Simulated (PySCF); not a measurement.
CdCl2, triplet, geometry from GFN2-xTB (such geometries of metal compounds can be far from the true shape) (a higher spin typed on purpose: for a closed-shell molecule this is an excited state) (core potentials on Cd); PySCF with TPSS/def2-SV(P).

Here is a job for PySCF.
```python
from pyscf import gto, scf, dft

mol = gto.M(
    atom='''
Cd   -0.747333    0.298517   -0.472689
Cl    1.834772   -0.118843   -0.374323
Cl    0.275346   -0.724029    1.708975
''',
    basis='def2-sv(p)',
    ecp={'Cd': 'def2-sv(p)'},
    charge=0,
    spin=2,
    verbose=5,
)

mf = dft.ROKS(mol)
mf.xc = 'tpss'
mf.kernel()
mf.analyze()
```

The log (banner, timings and long lists left out):

```
PySCF version 2.14.0

[INPUT] verbose = 5
[INPUT] max_memory = 4000
[INPUT] num. atoms = 3
[INPUT] num. electrons = 54
[INPUT] charge = 0
[INPUT] spin (= nelec alpha-beta = 2S) = 2
[INPUT] symmetry False subgroup None
[INPUT] Mole.unit = angstrom
[INPUT] Symbol           X                Y                Z      unit          X                Y                Z       unit  Magmom
[...]
[INPUT] ---------------- BASIS SET ----------------
[INPUT] l, kappa, [nprim/nctr], expnt,             c_1 c_2 ...
[INPUT] Cl
[...]
                                1571.7365221      0.014754727977
                                357.12065523      0.066679112875
                                100.25185935      0.17228924084
                                30.812727554      0.158837861
[...]
                                5.7045760975      0.60841752753
                                2.3508376809      0.54352153355
[...]
                                72.102015515      -0.063563355471
                                22.532680262      -0.24016428276
                                7.8991765444      -0.47798866557
                                2.8767268321      -0.38515850005
[...]
[INPUT] Cd
[...]
                                7.837523          2.6110318971
                                5.089194          0.10748428949
[...]
                                3.936655          1.1003682332
                                1.3569243142      0.65366639411
                                0.58791569541     0.24632369113
[...]
                                3.2935059133      0.22596399568
                                1.4503676025      0.45294402972
                                0.59373316766     0.392189719582
[...]
nuclear repulsion = 194.717338490778
number of shells = 26
number of NR pGTOs = 122
number of NR cGTOs = 60
basis = def2-sv(p)
ecp = {'Cd': 'def2-sv(p)'}

******** <class 'pyscf.dft.roks.ROKS'> ********
method = ROKS
initial guess = minao
damping factor = 0
level_shift factor = 0
DIIS = <class 'pyscf.scf.diis.CDIIS'>
diis_start_cycle = 1
diis_space = 8
diis_damp = 0
SCF conv_tol = 1e-09
SCF conv_tol_grad = None
SCF max_cycles = 50
direct_scf = True
direct_scf_tol = 1e-13
num. doubly occ = 26  num. singly occ = 2
XC library pyscf.dft.libxc version 7.1.2
    S. Lehtola, C. Steigemann, M. J. T. Oliveira, and M. A. L. Marques,  SoftwareX 7, 1–5 (2018)
XC functionals = tpss
    J. Tao, J. P. Perdew, V. N. Staroverov, and G. E. Scuseria,  Phys. Rev. Lett. 91, 146401 (2003)
    J. P. Perdew, J. Tao, V. N. Staroverov, and G. E. Scuseria,  J. Chem. Phys. 120, 6898 (2004)
    J. Tao, J. P. Perdew, V. N. Staroverov, and G. E. Scuseria,  Phys. Rev. Lett. 91, 146401 (2003)
    J. P. Perdew, J. Tao, V. N. Staroverov, and G. E. Scuseria,  J. Chem. Phys. 120, 6898 (2004)
radial grids:
    Treutler-Ahlrichs [JCP 102, 346 (1995); DOI:10.1063/1.469408] (M4) radial grids

becke partition: Becke, JCP 88, 2547 (1988); DOI:10.1063/1.454033
pruning grids: <function nwchem_prune>
grids dens level: 3
symmetrized grids: False
atomic radii adjust function: <function treutler_atomic_radii_adjust>
small_rho_cutoff = 0
Set gradient conv threshold to 3.16228e-05
Density of valence part of ANO basis will be used as initial guess for Cd
atom Cd rad-grids = 95, ang-grids = [ 50  50  50  50  50  50  50  50  50  50  50  50  50  50  50  50  50  50
  50  50  50  50  50  50  50  50  50  50  86  86  86  86  86  86  86  86
  86  86  86  86  86  86  86  86 350 350 350 350 350 350 350 350 350 350
 350 434 434 434 434 434 434 434 434 434 434 434 434 434 434 434 434 434
 434 434 434 434 350 350 350 350 350 350 350 350 350 350 350 350 350 350
 350 350 350 350 350]
atom Cl rad-grids = 80, ang-grids = [ 50  50  50  50  50  50  50  50  50  50  50  50  50  50  50  50  50  50
  50  50  50  50  50  50  86  86  86  86  86  86  86  86  86  86  86  86
  86 350 350 350 350 350 350 350 350 350 434 434 434 434 434 434 434 434
 434 434 434 434 434 434 434 434 434 434 350 350 350 350 350 350 350 350
 350 350 350 350 350 350 350 350]
tot_boxes 1716, boxes in each direction [11  9 10]
Padding 2 grids
tot grids = 60152
nelec by numeric integration = [26.24647505 26.24647505]
E1 = -1910.0534325295694  E2 = 641.4518711098224  Ecoul = 711.5003157387475  Exc = -70.04844462892518
init E= -1073.88422292897
cond(S) = 129.1699000870443
[...]
                  Roothaan           | alpha              | beta
  Highest 2-occ =  -0.65900675973016 | -0.659006759730131 | -0.659006759730131
  Lowest 0-occ =  -0.545379534253285 | -0.545379534253323 | -0.545379534253323
  1-occ =         -0.616555883916806 | -0.616555883916719 | -0.616555883916719
  1-occ =           -0.5718600884427 | -0.571860088442742 | -0.571860088442742
  Roothaan mo_energy =
[-1.01314460e+02 -1.01314445e+02 -9.60782466e+00 -9.60781813e+00
 -7.38670392e+00 -7.38668942e+00 -7.38485356e+00 -7.38484914e+00
 -7.38484308e+00 -7.38483386e+00 -5.36861731e+00 -3.85007247e+00
 -3.84896792e+00 -3.84835555e+00 -1.61140023e+00 -1.61099128e+00
 -1.60924886e+00 -1.60846509e+00 -1.60831277e+00 -1.13181787e+00
 -1.08017423e+00 -8.78880251e-01 -6.99100632e-01 -6.72520001e-01
 -6.60962575e-01 -6.59006760e-01 -6.16555884e-01 -5.71860088e-01
 -5.45379534e-01 -5.06788259e-01 -4.60399440e-01 -2.60124758e-01
 -1.84829389e-01 -1.69845604e-01 -1.61194487e-01 -1.27125637e-01
 -1.24349832e-01 -1.22596530e-01 -5.10639638e-02 -3.08471961e-02
  2.13749548e-01  2.64265094e-01  3.59535057e-01  3.64832028e-01
  3.70122657e-01  3.76091202e-01  3.86507932e-01  3.89479306e-01
  3.91489532e-01  3.98456538e-01  4.24329032e-01  4.37227376e-01
  5.36464954e-01  5.46664860e-01  5.90304799e-01  6.89629248e-01
  7.25804303e-01  9.11095753e-01  1.21515118e+00  5.48198036e+01]
nelec by numeric integration = [27.99999846 25.99999903]
E1 = -1963.2632312364453  E2 = 682.4150752300262  Ecoul = 755.0379649055186  Exc = -72.62288967549239
cycle= 1 E= -1086.13081751564  delta_E= -12.2  |g|= 2.29  |ddm|= 3.57
[...]
[...]
converged SCF energy = -1087.79909845364
Total Energy =                       -1087.799098453641591
[...]
1 Cl 2pz        -0.00126  -0.00133   0.00344   0.00132  -0.00142
1 Cl 3px        -0.00149   0.00013   0.00513   0.00012   0.00044
1 Cl 3py         0.00140  -0.00299   0.00208  -0.00265   0.00447
1 Cl 3pz        -0.00300   0.00451  -0.00843  -0.00136   0.00190
1 Cl 4px         0.34193  -0.38491  -0.09684  -0.08668   0.09171
1 Cl 4py        -0.13299  -0.02778   0.24851  -0.57500   0.61902
1 Cl 4pz         0.20762   0.21669  -0.58299  -0.22817   0.24749
1 Cl 3dxy       -0.21173   0.00477  -0.00676   0.16848  -0.14093
1 Cl 3dyz       -0.15055  -0.01493  -0.13197   0.08748   0.09370
1 Cl 3dz^2      -0.08243   0.17646   0.18670   0.07913   0.07105
1 Cl 3dxz        0.24942   0.25160   0.04172   0.08825  -0.04014
1 Cl 3dx2-y2     0.33662  -0.36598  -0.06288   0.09987   0.00000
2 Cl 1s          0.00010   0.00009  -0.00011  -0.00000   0.00000
2 Cl 2s         -0.00047  -0.00014   0.00041  -0.00001  -0.00000
2 Cl 3s         -0.00338  -0.00283  -0.00317  -0.00048   0.00019
2 Cl 4s         -0.06394  -0.05350   0.05391   0.01388  -0.00085
2 Cl 2px         0.00202  -0.00051   0.00371   0.00048   0.00052
2 Cl 2py        -0.00081  -0.00093  -0.00025   0.00329   0.00355
2 Cl 2pz         0.00130   0.00252  -0.00072   0.00132   0.00142
2 Cl 3px         0.00328   0.00493  -0.00657  -0.00062  -0.00068
2 Cl 3py        -0.00038  -0.00025  -0.00210  -0.00349  -0.00492
2 Cl 3pz        -0.00030  -0.00216   0.00722  -0.00087  -0.00222
2 Cl 4px        -0.33391   0.07832  -0.62619  -0.08813  -0.09041
2 Cl 4py         0.13765   0.15394   0.04151  -0.56945  -0.61779
2 Cl 4pz        -0.22131  -0.41039   0.12596  -0.23545  -0.24613
2 Cl 3dxy        0.21024   0.00044  -0.00859   0.17025  -0.06243
2 Cl 3dyz        0.22473   0.27992   0.03072   0.08179   0.13299
2 Cl 3dz^2      -0.05741  -0.37915  -0.11901   0.07883   0.10647
2 Cl 3dxz       -0.31618  -0.01433  -0.10517   0.09057   0.00047
2 Cl 3dx2-y2    -0.22618   0.07346   0.17826   0.09748   0.04581
               #56       #57       #58       #59       #60
0 Cd 4s         -0.00000   0.01420   0.00000  -0.06958   0.29339
0 Cd 5s          0.00004  -0.01488  -0.00003   0.03467  -0.07469
0 Cd 6s          0.01219  -0.09533  -0.00747   0.23575   0.23653
0 Cd 7s          0.00243   0.13572  -0.00145  -0.60264  -0.68249
0 Cd 8s          0.00121  -0.16090  -0.00080   0.71797  -0.62163
0 Cd 4px         0.00166  -0.00155  -0.00062  -0.00030  -0.00000
0 Cd 4py        -0.01135  -0.02842   0.00720  -0.00505  -0.00001
0 Cd 4pz         0.00441  -0.01135  -0.00280  -0.00202  -0.00001
0 Cd 5px         0.06454  -0.13096  -0.12139  -0.04096  -0.00158
0 Cd 5py         0.04247   0.21347  -0.08731   0.06624   0.00205
0 Cd 5pz         0.02100  -0.08533  -0.03675  -0.02647  -0.00083
0 Cd 6px         0.21794  -0.26257  -0.16230  -0.08248  -0.00706
0 Cd 6py         0.10122   0.15464  -0.05378   0.05087   0.00224
0 Cd 6pz         0.01935  -0.05562  -0.00844  -0.01842  -0.00069
0 Cd 4dxy       -0.02555   0.01888   0.00317   0.00427  -0.00012
0 Cd 4dyz        0.04799  -0.00391  -0.00595  -0.00070   0.00001
0 Cd 4dz^2      -0.02307   0.01353   0.00286   0.00359  -0.00012
0 Cd 4dxz        0.03787   0.02582  -0.00470   0.00593  -0.00017
0 Cd 4dx2-y2     0.00002   0.00050  -0.00000  -0.00021  -0.00010
0 Cd 5dxy       -0.10701   0.12015   0.07642   0.03905   0.00196
0 Cd 5dyz       -0.21854  -0.00199   0.15485  -0.00137  -0.00037
0 Cd 5dz^2       0.09358  -0.11162  -0.06711  -0.03907  -0.00192
0 Cd 5dxz       -0.18982  -0.19407   0.13330  -0.06318  -0.00361
0 Cd 5dx2-y2    -0.00673  -0.08569   0.00411  -0.02811  -0.00079
1 Cl 1s         -0.00008  -0.00044   0.00061  -0.00009   0.00001
1 Cl 2s          0.00022   0.00186  -0.00220   0.00011   0.00003
1 Cl 3s          0.00047  -0.00060   0.00142   0.00193  -0.00344
1 Cl 4s          0.02405   0.20465  -0.26906   0.02655   0.00243
1 Cl 2px         0.00144   0.00300  -0.00308   0.00041  -0.00003
1 Cl 2py        -0.00130  -0.00041  -0.00031  -0.00006   0.00000
1 Cl 2pz         0.00274  -0.00007   0.00189   0.00001  -0.00000
1 Cl 3px        -0.00226  -0.00908   0.00298   0.00216  -0.00304
1 Cl 3py         0.00407   0.00004   0.00114  -0.00043   0.00040
1 Cl 3pz        -0.00939   0.00391  -0.00390   0.00046   0.00012
1 Cl 4px        -0.23160  -0.47015   0.45827  -0.07703  -0.00509
1 Cl 4py         0.21735   0.06394   0.05064   0.01190   0.00076
1 Cl 4pz        -0.45111  -0.00046  -0.29845  -0.00561  -0.00031
1 Cl 3dxy       -0.12041  -0.09372  -0.01332  -0.03023  -0.00019
1 Cl 3dyz        0.04689   0.03706   0.10053   0.00289   0.00006
1 Cl 3dz^2      -0.19992  -0.19599  -0.05271  -0.05789  -0.00039
1 Cl 3dxz        0.17938   0.07823   0.18748   0.01364   0.00020
1 Cl 3dx2-y2     0.16410   0.22010  -0.19004   0.08505   0.00048
2 Cl 1s          0.00008  -0.00043  -0.00061  -0.00008   0.00001
2 Cl 2s         -0.00027   0.00191   0.00223   0.00012   0.00003
2 Cl 3s         -0.00060  -0.00047  -0.00134   0.00195  -0.00344
2 Cl 4s          0.01499   0.17167   0.24531   0.01623   0.00144
2 Cl 2px        -0.00329   0.00100  -0.00083   0.00016  -0.00001
2 Cl 2py         0.00058  -0.00118  -0.00120  -0.00016   0.00001
2 Cl 2pz        -0.00025   0.00259   0.00331   0.00035  -0.00002
2 Cl 3px         0.01009   0.00076   0.00306   0.00124  -0.00096
2 Cl 3py        -0.00077   0.00344   0.00104  -0.00087   0.00120
2 Cl 3pz        -0.00184  -0.00861  -0.00369   0.00180  -0.00265
2 Cl 4px         0.53427  -0.15026   0.14394  -0.02754  -0.00163
2 Cl 4py        -0.08438   0.17486   0.17362   0.02702   0.00171
2 Cl 4pz         0.02310  -0.39150  -0.49106  -0.06045  -0.00391
2 Cl 3dxy        0.11608  -0.09005   0.01579  -0.02904  -0.00014
2 Cl 3dyz        0.08423  -0.13498  -0.16517  -0.05591  -0.00020
2 Cl 3dz^2      -0.04943   0.13289   0.17620   0.05431   0.00024
2 Cl 3dxz       -0.29640   0.23272  -0.12997   0.06647   0.00042
2 Cl 3dx2-y2     0.03238  -0.04215   0.09264  -0.00433  -0.00010
Dipole moment(X, Y, Z, Debye): -2.52359,  1.00795, -1.59596
```
